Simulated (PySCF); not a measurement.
Species: C₄HFN₂.
Cartesian coordinates in Å at the PBE0-D3(BJ)/def2-SVP level; atoms count from 1:
```xyz
8
C4HFN2 angstrom
N      2.4102    1.0383   -0.4631
C      1.5737    0.2710   -0.2267
C      0.5788   -0.6970    0.0666
C     -0.7303   -0.4016    0.1492
F     -1.6122   -1.3400    0.4273
C     -1.2925    0.9012   -0.0434
N     -1.7621    1.9489   -0.1939
H      0.8877   -1.7324    0.2346
```

The calculation used PySCF 2.14.0, PBE0-D3(BJ)/def2-SVP geometry optimisation, gas phase.

Masses are those of the commonest isotopes; rigid-rotor values at the optimised geometry. 

Task: What are A, B and C (GHz)?

Result: Ia = 121.40, Ib = 239.29, Ic = 360.69 u·Å²; 505379 MHz·u·Å²/I gives 4163, 2112 and 1401 MHz, that is A = 4.1630, B = 2.1120, C = 1.4012 GHz.

Task: Classify the top.

Result: An asymmetric top. Ray's parameter κ = (2B − A − C)/(A − C) = -0.485; −1 is the prolate and +1 the oblate limit.

Task: What does the inertial defect say?

Result: Planar: Δ = Ic − Ia − Ib = 0.00 u·Å². For a rigid frame Δ = −2 Σ m c², so it vanishes when all atoms lie in the ab plane; here none is more than 0.01 Å from it.

Task: Where do the levels up to J = 5 lie, in K?

Result: Above 0(0,0), as E/k:
J = 1: 1(0,1) 0.169, 1(1,1) 0.267, 1(1,0) 0.301
J = 2: 2(0,2) 0.498, 2(1,2) 0.570, 2(1,1) 0.672, 2(2,1) 0.968, 2(2,0) 0.975
J = 3: 3(0,3) 0.977, 3(1,3) 1.021, 3(1,2) 1.224, 3(2,2) 1.474, 3(2,1) 1.509, 3(3,1) 2.055, 3(3,0) 2.056
J = 4: 4(0,4) 1.591, 4(1,4) 1.614, 4(1,3) 1.949, 4(2,3) 2.142, 4(2,2) 2.237, 4(3,2) 2.742, 4(3,1) 2.749, 4(4,1) 3.540, 4(4,0) 3.540
J = 5: 5(0,5) 2.338, 5(1,5) 2.349, 5(1,4) 2.833, 5(2,4) 2.969, 5(2,3) 3.159, 5(3,3) 3.602, 5(3,2) 3.628, 5(4,2) 4.399, 5(4,1) 4.400, 5(5,1) 5.423, 5(5,0) 5.423

Task: Which types of transition are allowed, and where do some lines up to J = 3 fall?

Result: The dipole components are |μa| = 1.37 D, |μb| = 3.62 D, |μc| = 0.00 D; the mirror of this Cs structure is the ab plane, so μc vanishes by symmetry (the 0.01 D computed is a residue) and there are no c-type lines. The squared components, which scale the intensities, stand as 0.14 : 1.00 (a : b). Some lines, for components of 0.1 D or more:

```tsv
type	branch	J(Ka,Kc)	MHz	lower level (cm⁻¹)
a	Q	1(1,0) ← 1(1,1)	711	0.186
a	Q	3(2,1) ← 3(2,2)	732	1.024
a	Q	2(1,1) ← 2(1,2)	2133	0.396
b	Q	1(1,0) ← 1(0,1)	2762	0.117
a	Q	3(1,2) ← 3(1,3)	4243	0.709
b	R	2(0,2) ← 1(1,1)	4820	0.186
b	R	3(1,2) ← 2(2,1)	5343	0.673
b	R	1(1,1) ← 0(0,0)	5564	0.000
b	Q	3(2,1) ← 3(1,2)	5928	0.851
b	Q	2(2,0) ← 2(1,1)	6308	0.467
a	R	2(1,2) ← 1(1,1)	6316	0.186
a	R	2(0,2) ← 1(0,1)	6871	0.117
a	R	2(1,1) ← 1(1,0)	7737	0.209
b	Q	2(2,1) ← 2(1,2)	8285	0.396
b	R	2(1,2) ← 1(0,1)	8366	0.117
b	R	3(0,3) ← 2(1,2)	8468	0.396
a	R	3(1,3) ← 2(1,2)	9385	0.396
b	Q	3(2,2) ← 3(1,3)	9440	0.709
a	R	3(2,2) ← 2(2,1)	10540	0.673
b	R	3(1,3) ← 2(0,2)	10880	0.346
a	R	3(2,1) ← 2(2,0)	11116	0.678
b	Q	3(3,0) ← 3(2,1)	11410	1.049
b	Q	3(3,1) ← 3(2,2)	12120	1.024
b	R	2(2,0) ← 1(1,1)	14756	0.186
b	R	3(2,2) ← 2(1,1)	16692	0.467
b	R	3(2,1) ← 2(1,2)	19557	0.396
b	R	3(3,1) ← 2(2,0)	22505	0.678
b	R	3(3,0) ← 2(2,1)	22681	0.673
```

Task: Estimate the classical rotational partition function at 25 K, 200 K and 500 K.

Result: Point group Cs, symmetry number σ = 1; q = (√π/σ)·√((kT/h)³/(ABC)), k/h = 20836.6 MHz/K: 6000 at 25 K, 136000 at 200 K, 537000 at 500 K.

PBE0-D3(BJ)/def2-SVP frequencies: not computed here. These are rigid-rotor constants of the computed structure; measured ground-state constants (B0) also hold zero-point vibration. Quadrupole hyperfine structure (14N) is left out.

Time: 21 s; peak memory 0.42 GiB. Hardware: an Intel Xeon 6975P-C with one thread, shared host. That covers the optimisation of the geometry.
